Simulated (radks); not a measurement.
Values are calculated unless marked as measured or tabulated.
Ionisation of neutral bismuth, [Hg] 6p3, to [Hg] 6p2 as the strength of local exchange is varied. Code: a radial shooting solver on a logarithmic mesh with Libxc functionals. Model: Dirac Kohn-Sham, Slater X-alpha exchange (alpha = 2/3 is LDA exchange), no correlation, spin-unpolarised, spherical densities, finite nucleus; open shells are shared between the two j in proportion to 2j + 1; Fermi nuclear charge, rms radius 5.5211 fm.

| alpha | E(Bi) (hartree) | exchange (hartree) | IE (eV) | -e of the level emptied (eV) | <r> of it (bohr) |
|---|---|---|---|---|---|
| 0.667 | -21554.8342 | -378.2902 | 7.238 | 3.296 (6p3/2) | 3.271 |
| 0.734 | -21592.8680 | -417.0479 | 7.767 | 3.721 (6p3/2) | 3.191 |
| 0.802 | -21631.5402 | -456.5252 | 8.322 | 4.174 (6p3/2) | 3.116 |
| 0.837 | -21651.4729 | -476.8997 | 8.614 | 4.415 (6p3/2) | 3.079 |
| 0.937 | -21708.5271 | -535.3201 | 9.476 | 5.133 (6p3/2) | 2.981 |
| 0.975 | -21730.2481 | -557.6002 | 9.814 | 5.418 (6p3/2) | 2.946 |
| x | -21709.0985 | -535.9058 | 9.485 | 5.141 (6p3/2) | 2.980 |

Which alpha was used in the last row?

Answer. alpha = 0.938. NIST Atomic Spectra Database: 7.286 eV (measured). The Delta-SCF value meets it near alpha = 0.67. Spin polarisation and multiplet splitting are left out, so open shells lie too high by an amount that depends on their filling. Sharing an open shell by 2j + 1 raises it above the true ground level by a part of the spin-orbit splitting, which enters the differences from NIST.

Beside tabulated values, note that spin-unpolarised runs miss the spin-polarisation part of the exchange energy of open shells.
